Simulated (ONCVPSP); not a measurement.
# Building the ONCV potential for Cr (LDA (Perdew-Zunger), scalar-relativistic).

* Element: Cr (Z = 24)
* Generator: ONCVPSP 4.0.1
* Type: optimised norm-conserving Vanderbilt (ONCV)
* Functional: LDA (Perdew-Zunger)
* Relativity: scalar-relativistic
* Frozen core: [Ne]
* Valence charge: 14
* Reference configuration: 3s2 3p6 3d5 (charge +1)
* Partial waves: 3s: rc 1.40 bohr, ncon 3, nbas 7, qcut 6.5 1/bohr, 1 projector; 3p: rc 1.30 bohr, ncon 4, nbas 7, qcut 8.9 1/bohr, 2 projectors, debl 3.2 Ha; 3d: rc 1.05 bohr, ncon 4, nbas 8, qcut 9.7 1/bohr, 1 projector; f scattering state at 0.37 Ha: rc 1.10 bohr, ncon 5, nbas 9, qcut 10.9 1/bohr, 2 projectors, debl 1.3 Ha
* Local potential: polynomial inside 0.90 bohr (lpopt 1, dvloc0 6 Ha)
* Core correction: Teter function fitted to the true core (icmod 2), fcfact 0.2

All-electron outer shells of the reference configuration (LDA (Perdew-Zunger), scalar-relativistic, ld1.x):

```csv
shell,level (eV),outermost node (bohr),outermost maximum (bohr)
3s,-80.63,0.36,0.78
3p,-52.46,0.33,0.80
3d,-10.16,–,0.84
```

(1) Estimate the cutoffs (Ha) at which the residual kinetic energy of the hardest occupied pseudo-wave falls to 1 and 0.1 mHa per electron.

(2) What does a ghost test show?

(3) Which valence shell sets the plane-wave cutoff?

Answers

(1) 168 Ha and 215 Ha.

(2) No bound ghost flagged; no localised positive-energy state flagged.

(3) 3d: 168 Ha for 1 mHa per electron, against 27 Ha for 3p.

Its largest configuration-test error is +365 meV (3s2 3p6 3d5 4s1). 1 of 4 tests not solved or not reliable.
